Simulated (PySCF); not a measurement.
**How methods differ on the excitation energy of C**

C [He] 2s2 2p2 (3P) → C [He] 2s1 2p3 (5S), as a difference of total energies. Calculation: PySCF 2.14, in x2c-QZVPPall (7s4p3d2f1g, 57 functions); the spin-free X2C one-electron Hamiltonian (Gaussian nucleus). Correlated levels: valence: 1s2 frozen; valence and next inner shell: nothing frozen. The calculations carry no spin-orbit coupling.

**Question.** Order these methods by the excitation energy they give, lowest first.
A. PBE
B. ROHF
C. revPBE
D. r2SCAN

**Answer.** B (2.448 eV), D (3.621 eV), A (4.128 eV), C (4.192 eV).

Errors of the correlated levels include the incompleteness of this basis and the frozen core.

For comparison: 4.179 eV (measured; NIST levels, between the centres of gravity of the two terms).
